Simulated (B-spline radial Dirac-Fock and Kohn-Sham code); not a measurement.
## F 1s: cross section and angular parameters

System: the F atom, configuration [He] 2s2 2p5; threshold 696.7 eV (tabulated edge). Model: Dirac-Hartree-Slater photoionisation with a Latter tail; cross sections with all multipoles, angular parameters from the dipole term and its interference with E2. Program: a B-spline atomic structure program.

The run's input, task.json:

```json
{"items": [{
  "Z": 9,
  "q": 0,
  "cfg": [[1, 0, 2], [2, 0, 2], [2, 1, 5]],
  "A": 19,
  "rrms": 2.8976,
  "do": "xps",
  "hv": [52.0, 58.1, 79.0, 80, 93.3, 113.0, 146.0, 200, 288.0, 357.0, 471.0, 502.0, 692.0, 787.0, 800, 928.0, 1090.0, 1630.0, 2070.0, 3250.0, 5260.0, 5414.7, 6000, 6830.0, 7470.0, 9140.0, 9251.7, 12000, 13800.0, 15000],
  "edges": {"K": 696.7}
}]}
```

Launch: `python xray2_run.py task.json out`

For linearly polarised light dσ/dΩ = σ/(4π) [1 + β P₂(cos θ) + (δ + γ cos²θ) sin θ cos φ], with θ from the polarisation vector and φ the angle between the beam and the projection of the electron momentum on the plane normal to the polarisation.

```tsv
hν (eV)	σ (kb)	β	γ
787	319	2.000	0.035
800	306	2.000	0.051
928	210	2.000	0.182
1090	140	2.000	0.302
1630	48.3	2.000	0.580
2070	25.0	2.000	0.748
3250	6.90	2.000	1.089
5260	1.66	2.000	1.514
5414.7	1.52	2.000	1.542
6000	?	?	?
6830	0.752	2.000	1.778
7470	0.572	2.000	1.875
9140	0.308	2.000	2.108
9251.7	0.296	2.000	2.123
12000	0.132	2.000	2.457
13800	0.0849	2.000	2.654
15000	0.0653	2.000	2.777
```

Q: Give the values at 6000 eV.

A: σ = 1.12 kb, β = 2.000, γ = 1.643. For an s subshell δ is negligible.

Values without a named source are computed, but for edge energies of neutral atoms, which are taken from tables.
